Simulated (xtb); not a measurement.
C6H17OSi2, doublet, geometry from GFN2-xTB; GFN2-xTB (xtb).

The xtb input:
```
$ xtb mol.xyz --gfn 2 --uhf 1 --opt --json

# file mol.xyz
26

C     -2.11458283    -1.65463964    -1.31317324
Si    -1.58454491    -0.41557434    -0.05035988
C     -2.35044624     1.30782010    -0.36672228
C     -2.02640392    -0.95730004     1.72928231
O      0.04057231    -0.30171965    -0.15481260
Si     1.54819020     0.30189971    -0.02750395
C      1.68759632     1.83698840    -1.14719972
C      2.72536134    -1.07916526    -0.60089357
C      1.87142979     0.77151803     1.79093183
H     -1.41815710    -2.15387394    -1.96249618
H     -3.14318393    -1.93703912    -1.44896848
H     -3.43440078     1.26210299    -0.37034280
H     -2.04974238     2.01530279     0.40040904
H     -2.03119751     1.70372096    -1.32550065
H     -3.09640743    -1.09772684     1.84104873
H     -1.53978249    -1.89365799     1.98264387
H     -1.70959500    -0.21302709     2.45371451
H      1.44998486     1.59100926    -2.17782639
H      2.68903188     2.25522623    -1.13136209
H      1.00058860     2.61687079    -0.83246316
H      2.61453092    -1.96925377     0.01059600
H      3.76234982    -0.76454698    -0.54089029
H      2.52620168    -1.36347700    -1.62945489
H      1.19925638     1.55874901     2.11977506
H      2.88700470     1.12441626     1.93985390
H      1.72017869    -0.08092298     2.44650637
```

Question: Write the output that xtb gives for this input, abridged.

Answer: 
```
   ID    Z sym.   atoms
    1    6 C      1, 3, 4, 7-9
    2   14 Si     2, 6
    3    8 O      5
    4    1 H      10-26

           -------------------------------------------------
          |                Calculation Setup                |
           -------------------------------------------------

           -------------------------------------------------
          |                 G F N 2 - x T B                 |
           -------------------------------------------------

          ...................................................
          :                      SETUP                      :
          :.................................................:
          :  # basis functions                  65          :
          :  # atomic orbitals                  63          :
          :  # shells                           37          :
          :  # electrons                        55          :
          :  max. iterations                   250          :
          :  Hamiltonian                  GFN2-xTB          :
          :  restarted?                      false          :
          :  GBSA solvation                  false          :
          :  PC potential                    false          :
          :  electronic temp.          300.0000000     K    :
          :  accuracy                    1.0000000          :
          :  -> integral cutoff          0.2500000E+02      :
          :  -> integral neglect         0.1000000E-07      :
          :  -> SCF convergence          0.1000000E-05 Eh   :
          :  -> wf. convergence          0.1000000E-03 e    :
          :  Broyden damping             0.4000000          :
          :  net charge                          0          :
          :  unpaired electrons                  1          :
          ...................................................

 iter      E             dE          RMSdq      gap      omega  full diag
   1    -29.2851733 -0.292852E+02  0.405E+00    5.51       0.0  T
   2    -29.4054045 -0.120231E+00  0.265E+00    4.51       1.0  T
   3    -29.4156172 -0.102127E-01  0.125E+00    5.33       1.0  T
   4    -29.4232546 -0.763733E-02  0.616E-01    4.79       1.0  T
   5    -29.4254588 -0.220427E-02  0.315E-01    4.93       1.0  T
   6    -29.4256841 -0.225282E-03  0.146E-01    4.95       1.0  T
   7    -29.4258070 -0.122888E-03  0.541E-02    5.01       1.0  T
   8    -29.4258104 -0.344300E-05  0.255E-02    5.02       1.0  T
[...]
         :: total energy             -29.025720295437 Eh    ::
 * total energy  :   -29.0257203 Eh     change       -0.1370829E-08 Eh
   *** GEOMETRY OPTIMIZATION CONVERGED AFTER 1 ITERATIONS ***
         :: total energy             -29.025720296813 Eh    ::
[...]
                             2 Si   0.848
     4   6 C    3.980 --    15 H    0.997    16 H    0.992    17 H    0.987
                             2 Si   0.848
     5   8 O    2.365 --     6 Si   1.100     2 Si   1.058
     6  14 Si   3.828 --     5 O    1.100     9 C    0.878     8 C    0.878
                             7 C    0.878
     7   6 C    3.979 --    19 H    0.994    18 H    0.989    20 H    0.989
                             6 Si   0.878
     8   6 C    3.979 --    22 H    0.995    21 H    0.989    23 H    0.989
                             6 Si   0.878
     9   6 C    3.978 --    25 H    0.994    24 H    0.989    26 H    0.989
                             6 Si   0.878
    10   1 H    0.997 --     1 C    0.986
    11   1 H    0.997 --     1 C    0.992
    12   1 H    0.999 --     3 C    0.996
    13   1 H    0.999 --     3 C    0.987
    14   1 H    0.999 --     3 C    0.992
    15   1 H    0.999 --     4 C    0.997
    16   1 H    0.999 --     4 C    0.992
    17   1 H    0.999 --     4 C    0.987
    18   1 H    0.999 --     7 C    0.989
    19   1 H    0.999 --     7 C    0.994
    20   1 H    0.999 --     7 C    0.989
    21   1 H    0.999 --     8 C    0.989
    22   1 H    0.998 --     8 C    0.995
    23   1 H    0.999 --     8 C    0.989
    24   1 H    0.999 --     9 C    0.989
    25   1 H    0.999 --     9 C    0.994
    26   1 H    0.999 --     9 C    0.989
 ---------------------------------------------------------------------------

Topologies differ in total number of bonds
Writing topology from bond orders to xtbtopo.mol

molecular dipole:
                 x           y           z       tot (Debye)
 q only:       -0.155      -0.046      -0.053
   full:       -0.099       0.134       0.092       0.483
molecular quadrupole (traceless):
                xx          xy          yy          xz          yz          zz
 q only:        1.631       1.245      -0.750       0.580       0.744      -0.880
  q+dip:        1.124       0.675      -0.715       0.025       1.463      -0.409
   full:        2.165       0.688      -1.176      -0.152       0.581      -0.989

optimized geometry written to: xtbopt.xyz

           -------------------------------------------------
          | TOTAL ENERGY              -29.025720296813 Eh   |
          | GRADIENT NORM               0.000052551225 Eh/α |
          | HOMO-LUMO GAP               5.017054951041 eV   |
           -------------------------------------------------
```
